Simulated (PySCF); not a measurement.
A structure optimised at PBE-D3(BJ)/def2-SVP, used in a PySCF frequency run:

```xyz
10

Cl    -1.4210    -1.9860     0.0000
C      0.1251    -1.2514     0.0000
C      0.5662     0.0310     0.0000
Br    -0.2870     1.6934     0.0000
C      2.0298    -0.3578     0.0000
C      1.5187    -1.8436     0.0000
H      2.5977    -0.0625     0.9061
H      2.5977    -0.0625    -0.9061
H      1.7835    -2.4261    -0.9066
H      1.7835    -2.4261     0.9066
```

Task: Write its SMILES, formula and point group.

Result: ClC1=C(Br)CC1, C4H4BrCl, Cs

Task: What are its rotational constants (standard atomic weights)?

Result: 2.7880, 1.1393, 0.81747 GHz
